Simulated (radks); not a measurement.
Values are calculated unless marked as measured or tabulated.
Valence configurations of the gold ion Au+ (all share [Xe]). Level of theory: Dirac Kohn-Sham, PBE, spin-unpolarised, spherical densities, finite nucleus; open shells fill j = l - 1/2 first; Fermi nuclear charge, rms radius 5.4371 fm (a radial shooting solver on a logarithmic mesh with Libxc functionals). Energies are relative to 4f14 5d10; eigenvalues in eV.

valence,E (eV),e(4f5/2),e(4f7/2),e(5d3/2),e(5d5/2),e(6p1/2)
4f14 5d10,0.000,-91.476,-87.665,-16.299,-14.732,-
4f14 5d9 6s1,2.075,-94.733,-90.921,-18.631,-16.977,-
4f14 5d9.5 6p0.5,3.872,-93.765,-89.953,-18.099,-16.479,-8.227
4f14 5d8 6s2,5.334,-98.236,-94.423,-21.093,-19.351,-
4f14 5d9 6p1,8.258,-96.093,-92.282,-19.897,-18.224,-8.930
4f13.5 5d8.5 6s2,44.153,-104.14,-100.27,-21.868,-20.048,-
4f13.5 5d9 6p1.5,51.788,-104.33,-100.46,-22.451,-20.649,-9.655
4f13 5d10 6s1,81.171,-106.45,-102.51,-20.013,-18.206,-
4f13 5d10 6p1,87.461,-107.84,-103.90,-21.319,-19.494,-8.989
4f12 5d10 6s2,176.37,-122.39,-118.33,-24.184,-22.130,-

NIST lists [Xe] 4f14 5d10 as the ground configuration; this level of theory agrees among the configurations tried. The energies are those of spherical spin-averaged densities, not of single terms.
